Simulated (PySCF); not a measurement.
A small calculation by hand: oscillator strength and radiative lifetime

B(Cl)2(SeH) (BCl2HSe), SMILES ClB(Cl)[SeH].

The structure is a stationary point at B3LYP-D3(BJ)/def2-SVP. The values are those of a single conformer.

TDDFT-LC-ωPBE/def2-SVPD run with PySCF puts the first singlet state with f over 0.02 at 5.75 eV (vertical), with the transition dipole (-0.055, -1.171, 0.000) in atomic units.

**Question.** Find the oscillator strength, the wavelength and the radiative lifetime that this transition would have in vacuum if emission retraced absorption.

**Answer.** 
|μ|² = 1.3743 au, so |μ| = 2.98 D. ΔE = 5.75/27.211 = 0.2113 hartree. f = (2/3) ΔE |μ|² = 0.194 (the program prints 0.193).
λ = 1239.84/5.75 = 216 nm; ν = 46377 cm⁻¹.
Einstein's coefficient A = 0.6670 ν² f s⁻¹ (ν in cm⁻¹) = 2.8e8 s⁻¹, so τ = 1/A = 3.6 ns. This state is S1. The figure is the radiative limit of this one transition; relaxation, internal conversion, crossing to triplets and a medium change what is measured.
